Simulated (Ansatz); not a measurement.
`OC(Cl)[SiH2]Cl` + H₂O → `OC(O)[SiH2]Cl` + HCl  (formal hydrolysis of a C–Cl bond)

Program: Ansatz. Geometries: PBE0-D4/def2-TZVP. ΔE: electronic, gas phase. CBS: MP2 limit from def2 TZ/QZ plus the TZ coupled-cluster correction, frozen cores. This one scheme is used for every species. Functionals use def2-TZVPP. One conformer a species, not always the lowest.

```
           level  ΔE (kJ/mol)  difference from CCSD(T)/CBS
          PBE-D4         16.3                          0.5
         BLYP-D4         15.4                         -0.4
         PBE0-D4         13.2                         -2.6
      r2SCANh-D4         12.6                         -3.2
    CAM-B3LYP-D4          4.7                        -11.1
         ωB97M-V         10.0                         -5.8
          r2SCAN         12.7                         -3.1
       CAM-B3LYP          1.6                        -14.2
CCSD(T)/def2-SVP        -11.8                        -27.6
   HF/def2-QZVPP         -4.2                        -20.0
     CCSD(T)/CBS         15.8                            0
```

Largest T1 diagnostic among the species: 0.011.

From BLYP to BHLYP (50 % exact exchange), in def2-TZVPP and without D4, ΔE moves by −5.7 kJ/mol. In def2-TZVPP, CCSD(T) changes the Hartree–Fock value by +13.1 kJ/mol (the triples alone add +3.6 kJ/mol) and MP2 by +20.5 kJ/mol. The D4 term adds +5.8 kJ/mol with B3LYP and +2.9 kJ/mol with PBE0; it sums over pairs of atoms, weighted by their polarisabilities, and B3LYP, whose exchange is more repulsive, gets the larger term.

CCSD(T)/CBS has its own doubt, a few kJ/mol and more with outer-core shells, so smaller differences from it don't rank the levels.

B3LYP here is the variant with VWN-RPA as its local correlation; programs differ in this.
